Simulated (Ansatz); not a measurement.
Task: Predict a relaxed structure of `C[Si](C)(C)C#Cc1cnc(-c2cnc(-c3cnc(C#C[Si](C)(C)C)nc3)nc2)nc1`, charge 0, singlet, at r2SCAN-D4/def2-SVP (Ansatz).

Result: 
```xyz
54

C    -4.4334   -3.1578    9.1415
Si   -4.8904   -4.0959    7.5802
C    -4.3695   -5.8957    7.7023
C    -6.7300   -3.9534    7.2295
C    -3.9774   -3.3305    6.1649
C    -3.3699   -2.8231    5.2246
C    -2.6710   -2.2381    4.1415
C    -2.6309   -0.8407    3.9282
N    -1.9765   -0.2922    2.9154
C    -1.3355   -1.1198    2.0709
C    -0.6093   -0.5122    0.9470
C     0.0971   -1.2834    0.0058
N     0.7537   -0.7391   -1.0114
C     0.7217    0.6022   -1.1148
C     1.4480    1.2103   -2.2391
C     2.1547    0.4383   -3.1799
N     2.8126    0.9786   -4.1990
C     2.7749    2.3225   -4.2955
C     3.4794    2.9154   -5.3922
C     4.0831    3.4236   -6.3318
Si    4.9937    4.1884   -7.7460
C     6.8163    3.7785   -7.5467
C     4.3143    3.4543   -9.3362
C     4.7156    6.0445   -7.6927
N     2.1326    3.1605   -3.4575
C     1.4807    2.6021   -2.4444
N     0.0806    1.4325   -0.2722
C    -0.5733    0.8793    0.7419
N    -1.3081   -2.4604    2.1755
C    -1.9632   -3.0070    3.1888
H    -4.7105   -2.0943    9.0620
H    -3.3501   -3.2114    9.3353
H    -4.9566   -3.5808   10.0154
H    -4.8911   -6.3955    8.5356
H    -4.6083   -6.4425    6.7760
H    -3.2855   -5.9850    7.8781
H    -7.3164   -4.3984    8.0508
H    -6.9992   -4.4760    6.2977
H    -7.0349   -2.8997    7.1264
H    -3.1517   -0.1655    4.6188
H     0.1133   -2.3755    0.0995
H     2.1737   -0.6534   -3.0816
H     7.2116    4.1787   -6.5993
H     6.9787    2.6888   -7.5470
H     7.4047    4.2126   -8.3723
H     4.8331    3.8774  -10.2127
H     4.4474    2.3608   -9.3549
H     3.2382    3.6654   -9.4425
H     5.2424    6.5442   -8.5228
H     3.6436    6.2858   -7.7743
H     5.0852    6.4724   -6.7470
H     0.9521    3.2657   -1.7501
H    -1.1016    1.5451    1.4343
H    -1.9386   -4.1006    3.2758
```
 This is one stationary point.

Single mean-field runs in def2-SVP are fitted with def2-universal-jkfit.
